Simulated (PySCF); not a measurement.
NICS in isomers of C5H6N4.

Probes without a nucleus sit at each ring's centroid and 1 Å off its mean plane on both sides; NICS is minus the shielding there, NICSzz its component along the normal. Level: GIAO PBE0/pcSseg-1 (PySCF, non-relativistic, gas phase) on the GFN2-xTB geometries, one conformer each. Atom numbers follow the mapped SMILES.

**Question.** Order these rings by mean NICS(1)zz, lowest (most negative) first (ppm).
A. ring C2–N3–N4–C5–N8 in `[CH3:1][c:2]1[n:3][n:4][c:5]([C:6]#[N:7])[n:8]1[CH3:9]`
B. ring C2–N3–N4–N6–C7 in `[CH3:1][c:2]1[n:3][n:4]([CH3:5])[n:6][c:7]1[C:8]#[N:9]`
C. ring N3–N4–C5–C6–N9 in `[CH3:1][CH2:2][n:3]1[n:4][cH:5][c:6]([C:7]#[N:8])[n:9]1`

**Answer.** C (-32.8), B (-30.5), A (-28.9).

| SMILES | ring | NICS(0) | NICS(1) | NICS(1)zz | HOMA | rms pucker (Å) | ring atoms with four or more neighbours |
| --- | --- | --- | --- | --- | --- | --- | --- |
| CCn1ncc(C#N)n1 | 5-membered ring with 3 N; formal bonds all aromatic | -14.2 | -13.4 | -32.8 | 0.97 | 0.00 | 0 |
| Cc1nn(C)nc1C#N | 5-membered ring with 3 N; formal bonds all aromatic | -13.1 | -12.9 | -30.5 | 0.95 | 0.00 | 0 |
| Cc1nnc(C#N)n1C | 5-membered ring with 3 N; formal bonds all aromatic | -11.7 | -11.6 | -28.9 | 0.93 | 0.00 | 0 |

NICS(0) gives the same order. The isotropic NICS(1) gives the same order. HOMA uses Krygowski's 1993 parameters. NICS(1) and NICS(1)zz are means over the two faces.
